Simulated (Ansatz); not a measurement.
CCuFSn: where a starting geometry ends

The starting geometry of this gas-phase triplet was optimised with GFN2-xTB.

```xyz
4

C     0.1153    0.9445    3.2997
Cu    1.6549    1.3921    4.3612
F    -0.5264   -0.2410    3.6308
Sn   -0.7080    2.1349    1.6241
```

Problem. Where would you expect an optimisation with r2SCAN-D4/def2-SVP to take it?

Solution. A new bond forms, giving a structure given below by its coordinates. Contacts that close: Cu2–Sn4 (3.69 → 2.57 Å).

The energy falls by 0.40 eV over 13 steps:

```tsv
step	E − E(last) (eV)
1	0.401
2	0.318
4	0.266
5	0.231
6	0.134
8	0.043
9	0.011
10	0.002
12	0.000
13	0.000
```

Final geometry (Å):

```xyz
4

C    -0.1981    0.7974    3.6171
Cu    1.4503    1.7056    3.8003
F    -0.4981   -0.4895    3.5823
Sn   -0.2183    2.2168    1.9161
```

Frequencies at the end are all real (lowest 148 cm⁻¹). Open shells are spin-unrestricted. The triplet needn't be the ground state. Atoms past krypton carry core potentials, without spin–orbit terms. Run with Ansatz 0.2.0, 94 s on 1 thread of Intel(R) Xeon(R) 6975P-C (Granite Rapids) (shared host).
